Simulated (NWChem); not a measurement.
System: ethylmethylamine (C$_{3}$H$_{9}$N); SMILES CCNC

The following NWChem deck was run.

```
start job
memory heap 200 mb stack 900 mb global 1100 mb
geometry units angstroms
  C     -1.878031    -0.117425     0.261408
  C     -0.478263    -0.545244    -0.155252
  N      0.473743     0.519344     0.100751
  C      1.832079     0.161676    -0.245257
  H     -2.144210     0.808894    -0.240106
  H     -2.601473    -0.884238    -0.002959
  H     -1.923596     0.046588     1.336284
  H     -0.206217    -1.483742     0.363831
  H     -0.458413    -0.746484    -1.231299
  H      0.428421     0.779974     1.082380
  H      2.491688     0.992752    -0.002182
  H      1.881877    -0.019293    -1.319629
  H      2.195201    -0.741576     0.271154
end
basis spherical
  C library def2-svp
  N library def2-svp
  H library def2-svp
end
dft
  xc b3lyp
  iterations 150
end
driver
  maxiter 150
  tight
end
task dft optimize
```

Output (shortened):

```
             Northwest Computational Chemistry Package (NWChem) 7.3.0
             --------------------------------------------------------

 C1  symmetry detected

                             Geometry "geometry" -> ""
                             -------------------------

 Output coordinates in angstroms (scale by  1.889725989 to convert to a.u.)

  No.       Tag          Charge          X              Y              Z
 ---- ---------------- ---------- -------------- -------------- --------------
    1 C                    6.0000     0.16407022     1.88610613    -0.02493294
    2 C                    6.0000    -0.50587790     0.52043152     0.02075608
    3 N                    7.0000     0.48609213    -0.53370417    -0.07921376
    4 C                    6.0000    -0.08627081    -1.86043971    -0.00922741
    5 H                    1.0000     0.77049332     1.96858360    -0.92264278
    6 H                    1.0000    -0.58467950     2.67389747    -0.02929900
    7 H                    1.0000     0.80855086     2.02493688     0.84092246
    8 H                    1.0000    -1.11537524     0.43572431     0.94030617
    9 H                    1.0000    -1.18199146     0.41184265    -0.83355511
   10 H                    1.0000     1.17293765    -0.41827769     0.66139244
   11 H                    1.0000     0.71400044    -2.59636951    -0.06242564
   12 H                    1.0000    -0.74581186    -2.00108823    -0.86639041
   13 H                    1.0000    -0.67229817    -2.03990800     0.90661381

 Effective nuclear repulsion energy (a.u.)     133.6559916494

                                Z-matrix (autoz)
                                --------

 Units are Angstrom for bonds and degrees for angles

[...]

      ----------------------
      Optimization converged
      ----------------------

  Step       Energy      Delta E   Gmax     Grms     Xrms     Xmax
  ---- ---------------- -------- -------- -------- -------- --------
@   22    -174.35332257  1.8D-10  0.00000  0.00000  0.00001  0.00004
                                     ok       ok       ok       ok

                                Z-matrix (autoz)
                                --------

 Units are Angstrom for bonds and degrees for angles

[...]
```

Level: B3LYP/def2-SVP. B3LYP is NWChem's, with the RPA form of VWN correlation.
